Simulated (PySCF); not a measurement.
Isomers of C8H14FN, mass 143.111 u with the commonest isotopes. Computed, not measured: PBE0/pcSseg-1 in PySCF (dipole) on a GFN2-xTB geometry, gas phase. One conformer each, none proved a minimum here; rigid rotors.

Task: Order these by rotational constant B, largest first.
A. `[CH3:1][CH:2]([CH3:3])[C:4]1=[C:5]([F:6])[N:7]([CH3:8])[CH2:9][CH2:10]1` with C1–C2–C4–C5 118°, C4–C5–N7–C8 149°, C5–N7–C9–C10 -18°, N7–C9–C10–C4 17°, C2–C4–C10–C9 174°
B. `[CH3:1][CH2:2][CH2:3]/[CH:4]=[CH:5]\[N:6]([CH3:7])/[CH:8]=[CH:9]\[F:10]` with C1–C2–C3–C4 -178°, C2–C3–C4–C5 -110°, C4–C5–N6–C7 26°, C5–N6–C8–C9 173°
C. `[CH3:1][C@@:2]1([CH:3]2[CH2:4][CH2:5][CH2:6]2)[NH:7][C@@H:8]1[CH2:9][F:10]` with C1–C2–C3–C4 31°, N7–C8–C9–F10 -154°, C2–C3–C4–C5 -132°, C3–C4–C5–C6 12°, C4–C5–C6–C3 -12°, C1–C2–N7–C8 106°
D. `[CH3:1][CH:2]([CH3:3])[C@@H:4]1[N:5]=[CH:6][C@H:7]([CH3:8])[C@H:9]1[F:10]` with C1–C2–C4–N5 -52°
E. `[CH3:1][CH2:2][CH2:3][C:4]1=[C:5]([F:6])[N:7]([CH3:8])[CH2:9][CH2:10]1` with C1–C2–C3–C4 180°, C2–C3–C4–C5 -116°, C4–C5–N7–C8 -150°, C5–N7–C9–C10 17°, N7–C9–C10–C4 -16°, C3–C4–C10–C9 -175°

Result: C (1053 MHz), D (978.9 MHz), A (889.2 MHz), E (724.6 MHz), B (529.3 MHz).

Task: Order these by out-of-plane moment Σ m c² = (Ia + Ib − Ic)/2, largest first.
A. `[CH3:1][C@@:2]1([CH:3]2[CH2:4][CH2:5][CH2:6]2)[NH:7][C@@H:8]1[CH2:9][F:10]` with C1–C2–C3–C4 31°, N7–C8–C9–F10 -154°, C2–C3–C4–C5 -132°, C3–C4–C5–C6 12°, C4–C5–C6–C3 -12°, C1–C2–N7–C8 106°
B. `[CH3:1][CH2:2][CH2:3][C:4]1=[C:5]([F:6])[N:7]([CH3:8])[CH2:9][CH2:10]1` with C1–C2–C3–C4 180°, C2–C3–C4–C5 -116°, C4–C5–N7–C8 -150°, C5–N7–C9–C10 17°, N7–C9–C10–C4 -16°, C3–C4–C10–C9 -175°
C. `[CH3:1][CH:2]([CH3:3])[C:4]1=[C:5]([F:6])[N:7]([CH3:8])[CH2:9][CH2:10]1` with C1–C2–C4–C5 118°, C4–C5–N7–C8 149°, C5–N7–C9–C10 -18°, N7–C9–C10–C4 17°, C2–C4–C10–C9 174°
D. `[CH3:1][CH2:2][CH2:3]/[CH:4]=[CH:5]\[N:6]([CH3:7])/[CH:8]=[CH:9]\[F:10]` with C1–C2–C3–C4 -178°, C2–C3–C4–C5 -110°, C4–C5–N6–C7 26°, C5–N6–C8–C9 173°
E. `[CH3:1][CH:2]([CH3:3])[C@@H:4]1[N:5]=[CH:6][C@H:7]([CH3:8])[C@H:9]1[F:10]` with C1–C2–C4–N5 -52°

Result: E (69.66 u·Å²), A (62.58 u·Å²), C (61.31 u·Å²), B (31.91 u·Å²), D (19.86 u·Å²).

Task: Order these by radius of gyration √(Σ m r²/M), smallest first.
A. `[CH3:1][CH2:2][CH2:3]/[CH:4]=[CH:5]\[N:6]([CH3:7])/[CH:8]=[CH:9]\[F:10]` with C1–C2–C3–C4 -178°, C2–C3–C4–C5 -110°, C4–C5–N6–C7 26°, C5–N6–C8–C9 173°
B. `[CH3:1][CH:2]([CH3:3])[C:4]1=[C:5]([F:6])[N:7]([CH3:8])[CH2:9][CH2:10]1` with C1–C2–C4–C5 118°, C4–C5–N7–C8 149°, C5–N7–C9–C10 -18°, N7–C9–C10–C4 17°, C2–C4–C10–C9 174°
C. `[CH3:1][C@@:2]1([CH:3]2[CH2:4][CH2:5][CH2:6]2)[NH:7][C@@H:8]1[CH2:9][F:10]` with C1–C2–C3–C4 31°, N7–C8–C9–F10 -154°, C2–C3–C4–C5 -132°, C3–C4–C5–C6 12°, C4–C5–C6–C3 -12°, C1–C2–N7–C8 106°
D. `[CH3:1][CH2:2][CH2:3][C:4]1=[C:5]([F:6])[N:7]([CH3:8])[CH2:9][CH2:10]1` with C1–C2–C3–C4 180°, C2–C3–C4–C5 -116°, C4–C5–N7–C8 -150°, C5–N7–C9–C10 17°, N7–C9–C10–C4 -16°, C3–C4–C10–C9 -175°

Result: C (2.209 Å), B (2.257 Å), D (2.451 Å), A (2.786 Å).

| SMILES | point group | Ia (u·Å²) | Ib (u·Å²) | Ic (u·Å²) | κ | μa (D) | μb (D) | μc (D) |
| --- | --- | --- | --- | --- | --- | --- | --- | --- |
| C[C@@]1(C2CCC2)N[C@@H]1CF | C1 | 280.59 | 480.11 | 635.54 | -0.49 | 0.19 | 1.79 | 0.42 |
| CCC/C=C\N(C)/C=C\F | C1 | 175.70 | 954.80 | 1090.77 | -0.95 | 0.67 | 0.92 | 0.35 |
| CC(C)[C@@H]1N=C[C@H](C)[C@H]1F | C1 | 257.19 | 516.29 | 634.17 | -0.69 | 1.20 | 0.15 | 1.56 |
| CCCC1=C(F)N(C)CC1 | C1 | 194.07 | 697.43 | 827.68 | -0.89 | 0.72 | 1.43 | 0.71 |
| CC(C)C1=C(F)N(C)CC1 | C1 | 221.85 | 568.36 | 667.60 | -0.83 | 0.71 | 1.40 | 0.51 |
